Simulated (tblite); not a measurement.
Compound: C₅H₁₂GeO₂.
Cartesian coordinates in Å at the GFN2-xTB level; atoms count from 1:
```
atom  x, y, z in Å
C1    -1.3610    0.2690    1.3657
C2    -1.3084    0.2907    0.0442
C3    -2.4630    0.6737   -0.8221
Ge4    0.4004   -0.1337   -0.9029
O5     1.3578   -1.3290   -0.0057
C6     0.9455   -2.6008    0.4393
O7     1.4915    1.2235   -1.0427
C8     2.1439    1.8867    0.0206
H9    -0.5014   -0.0069    1.9586
H10   -2.2578    0.5212    1.9138
H11   -3.3447    0.9028   -0.2266
H12   -2.1977    1.5458   -1.4193
H13   -2.6972   -0.1350   -1.5141
H14    0.2572   -0.4853   -2.3707
H15    1.6957   -2.9478    1.1527
H16    0.8906   -3.3097   -0.3900
H17   -0.0284   -2.5651    0.9334
H18    2.6198    1.1777    0.7001
H19    1.4431    2.5070    0.5863
H20    2.9089    2.5260   -0.4233
```

Computed values, GFN2-xTB/tblite, gas phase, harmonic and unscaled. This tight-binding method is rough: wavenumbers can miss measured ones by several per cent, in bad cases by 10 to 20. Modes of hydrogen on germanium can be 10 to 20 % off. One conformer, not necessarily the lowest.

Harmonic wavenumbers (cm⁻¹): 31.2, 53.9, 68.5, 81.6, 103.3, 110.8, 126.0, 132.7, 165.5, 198.6, 264.7, 296.9, 318.3, 390.4, 456.5, 488.0, 521.5, 618.2, 652.6, 688.3, 905.1, 950.4, 1004.4, 1036.9, 1050.6, 1064.1, 1131.7, 1135.6, 1140.8, 1144.0, 1175.6, 1388.8, 1406.4, 1408.6, 1414.5, 1463.7, 1473.7, 1479.1, 1482.0, 1483.8, 1489.7, 1689.0, 1857.7, 2930.4, 2937.3, 2950.1, 2958.7, 2970.4, 2972.8, 2992.8, 3007.3, 3021.2, 3052.4, 3076.5.

A = 1535, B = 1289, C = 946.1 MHz; mass 178.005 u (most abundant isotopes); point group C1, symmetry number 1.

Q: What is the zero-point energy?

A: ½Σν̃ = 34207 cm⁻¹ = 97.80 kcal/mol.

Q: Give the ideal-gas entropy at 200 K and 1 bar in the rigid-rotor, harmonic-oscillator model (classical rotation).

A: Translation 39.48, rotation 28.34, vibration 32.30: S = 100.1 cal/(mol K).

Q: And Cp and H(200 K) − H(0)?

A: Cp = 36.22 cal/(mol K), of which vibrations give 28.28 (their classical limit is 54 R = 107.3); H(200 K) − H(0) = 4.89 kcal/mol without the zero-point energy, 3.30 from vibrations.

Q: Blend soft modes into free rotors: weight 1/[1 + (100 cm⁻¹/ν̃)⁴] for the oscillator and the rest for a rotor with moment μB/(μ + B), μ = h/(8π²ν), B = 10⁻⁴⁴ kg m². What vibrational entropy results?

A: 29.39 cal/(mol K) in place of 32.30, which changes −T·S at 200 K by +0.58 kcal/mol.

Q: What must be added to the electronic energy to get the Gibbs energy at 200 K and 1 bar?

A: ZPE + [H(200 K) − H(0)] − T·S = 97.80 + 4.89 − 20.02 = 82.67 kcal/mol.

Hindered rotation and anharmonicity are outside this model. Other conformers, if any are populated, would add a mixing term that is left out. The structure is chiral; the term R ln 2 for an equal mix with its mirror image is left out.
